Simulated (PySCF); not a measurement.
Question: Write Cartesian coordinates for `FC(F)(F)C#CC1CC1` as optimised with GFN2-xTB.

Answer: 
```xyz
14
C6H5F3 angstrom
F      3.675    0.827   -0.533
C      2.812   -0.166   -0.809
F      3.328   -1.283   -0.265
F      2.846   -0.343   -2.142
C      1.476    0.117   -0.323
C      0.374    0.369    0.085
C     -0.936    0.643    0.558
C     -2.117    0.147   -0.241
C     -1.783   -0.502    1.059
H     -1.023    1.600    1.057
H     -2.981    0.789   -0.297
H     -1.910   -0.397   -1.150
H     -2.414   -0.314    1.913
H     -1.347   -1.489    1.040
```

Any rigid rotation of these coordinates is as good. Atoms count from 1 in this order. The 6 C–C bonds span 1.202 Å (C5≡C6, drawn triple) to 1.510 Å (C7–C8, drawn single), a spread of 0.308 Å. All 3 C–F bonds measure 1.344 to 1.346 Å. The 3-membered ring C7–C8–C9 has internal angles of 59.2° to 60.4°.

Bonds between heavy atoms (Å): F1–C2 1.344, C2–F3 1.346, C2–F4 1.346, C2–C5 1.449, C5≡C6 1.202, C6–C7 1.419, C7–C8 1.510, C8–C9 1.490, C7–C9 1.509.

The geometry is computed with GFN2-xTB (gas phase).

Point group: Cs (tolerance 0.08 Å). Stationary, but not proved a minimum.
